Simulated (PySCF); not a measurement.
Method: B3LYP-D3(BJ)/def2-TZVP // PBE0-D4/def2-SVP (PySCF 2.14.0). Gas-phase values, no solvent. One relaxed conformer stands for a flexible species; it need not be the lowest. B3LYP has the VWN-RPA correlation part, as in Gaussian. Delta-SCF ions had no search for a lower state. 

Reference species (SMILES): `B[C@]1(C=O)[C@H]2CC[C@@H]1CC2` (neutral, multiplicity 1).

```json
{
 "S1 oscillator strength": "0.005",
 "HOMO": "-7.02 eV",
 "vertical ionisation energy (Delta-SCF)": "9.24 eV"
}
```

Changed species: `[C@@H]1(C=O)[C@@H]2C[C@@](CC2)(C1)B`.

Predict the effect on the S1 oscillator strength, HOMO and vertical ionisation energy (Delta-SCF).

the S1 oscillator strength stays essentially unchanged; the HOMO decreases by 0.20 eV, to -7.22 eV; the vertical ionisation energy (Delta-SCF) rises by 0.12 eV, to 9.36 eV.
